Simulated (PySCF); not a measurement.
Nonlinear optical response: 4-(dimethylamino)benzonitrile (SMILES N(C)(C)C1=CC=C(C#N)C=C1)

Geometry:
| atom | x (Å) | y (Å) | z (Å) |
| --- | --- | --- | --- |
| C1 | -2.481 | 0.909 | -1.056 |
| N2 | -1.700 | 0.401 | 0.042 |
| C3 | -2.347 | 0.043 | 1.278 |
| C4 | -0.347 | 0.256 | -0.090 |
| C5 | 0.447 | -0.241 | 0.973 |
| C6 | 1.816 | -0.386 | 0.835 |
| C7 | 2.464 | -0.044 | -0.363 |
| C8 | 3.876 | -0.195 | -0.502 |
| N9 | 5.025 | -0.317 | -0.615 |
| C10 | 1.685 | 0.449 | -1.422 |
| C11 | 0.316 | 0.597 | -1.294 |
| H12 | -3.536 | 0.954 | -0.761 |
| H13 | -2.411 | 0.264 | -1.950 |
| H14 | -2.171 | 1.927 | -1.351 |
| H15 | -3.424 | 0.229 | 1.191 |
| H16 | -1.972 | 0.638 | 2.130 |
| H17 | -2.209 | -1.024 | 1.526 |
| H18 | -0.013 | -0.519 | 1.920 |
| H19 | 2.404 | -0.771 | 1.670 |
| H20 | 2.170 | 0.720 | -2.362 |
| H21 | -0.248 | 0.983 | -2.142 |

Theory: PySCF 2.14.0, quadratic response CAM-B3LYP/def2-SVPD first hyperpolarisability, Taylor convention, gas phase. Geometry: PBE0-D3(BJ)/def2-SVP.

(1) What is the first hyperpolarisability, and how does it disperse?

(2) Which lowest excitations, dipole and polarisabilities go with it?

## Answers

(1) In au, Taylor convention; the vector part is βᵢ = ⅓ Σⱼ (βᵢⱼⱼ + βⱼᵢⱼ + βⱼⱼᵢ); β∥ is 3/5 of the vector part along the dipole, the dipole points from − to +:
```tsv
process	λ (nm)	β vector norm	β∥	β HRS	depolarisation ratio
static β(0;0,0)	∞	863.7	518.2	412.0	3.46
second harmonic β(−2ω;ω,ω)	1907	954.9	572.9	452.4	3.53
Pockels β(−ω;ω,0)	1907	892.5	535.5	–	–
second harmonic β(−2ω;ω,ω)	1064	1220.1	732.0	569.0	3.69
Pockels β(−ω;ω,0)	1064	961.9	577.1	–	–
```

(2) S1 4.66 eV (f = 0.031); S2 4.91 eV (f = 0.560); S3 5.55 eV (f = 0.028); dipole 7.80 D; isotropic α 126.8 au static, 127.5 au at 1907 nm, 129.0 au at 1064 nm, 129.5 au at 953.5 nm, 136.8 au at 532 nm.
